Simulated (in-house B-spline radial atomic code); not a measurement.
Settings and results of a run for Cr²²⁺. Level of theory: non-relativistic Hartree-Fock, average of configuration, point nucleus; calculated with an all-electron radial atomic-structure program (B-spline basis).

Command:
```bash
python run_scf.py task.json out
```
Settings:
```
Z                24
configuration    1s2
hamiltonian      nr
method           hf
spin_polarised   False
```

Output (hartree, bohr):
```
 radial grid: 34 intervals, B-splines of order 8, outer radius 1.3216 bohr

 iter        energy (Eh)    residual
    1       -560.7219571    7.33e-01
    2       -561.1110242    8.09e-03
    3       -561.1110419    4.11e-03
    4       -561.1110464    2.08e-03
    5       -561.1110480    3.20e-05
    6       -561.1110480    1.42e-07

 total energy                     -561.111048
 kinetic                            561.11105
 electron-nucleus                 -1136.99995
 electron-electron                   14.77786

 orbital      occ     eigenvalue          <r>       <r^2>       <1/r>       r_max
 1s         2.000     -273.16659    0.0634933  0.00538595     23.6875     0.04212
```

